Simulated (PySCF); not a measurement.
## Pb⁺: interval between two levels

Pb⁺ [Xe] 4f14 5d10 6s2 6p1 [2P3/2, M_J = 3/2] → Pb⁺ [Xe] 4f14 5d10 6s1 6p2 [4P5/2, M_J = 5/2], as a difference of total energies. All numbers are calculated (PySCF 2.14, the two-component X2C-1e Hamiltonian, in x2c-TZVPall-2c (11s11p9d3f, 110 functions)). Correlated levels: [Kr] 4d10 4f14 frozen; the 24 highest virtual spinors dropped. "Screened" scales the spin-orbit matrix elements by Boettger's factors to mimic the two-electron term; Breit and QED terms are absent.

```tsv
method	interval between two levels (cm⁻¹)
GHF (screened spin-orbit)	46628
GMP2 (screened spin-orbit)	59673
```

Errors of the correlated levels include the incompleteness of this basis and the frozen core.

The labels give the starting determinants; with spin-orbit coupling the two ends relaxed to ⟨J²⟩ = 3.76, ⟨L²⟩ = 2.20, ⟨S²⟩ = 0.95 and ⟨J²⟩ = 8.76, ⟨L²⟩ = 2.60, ⟨S²⟩ = 3.66.

For comparison: 59825 cm⁻¹ (measured; NIST Handbook of Basic Atomic Spectroscopic Data (Sansonetti and Martin, J. Phys. Chem. Ref. Data 34, 1559 (2005))).
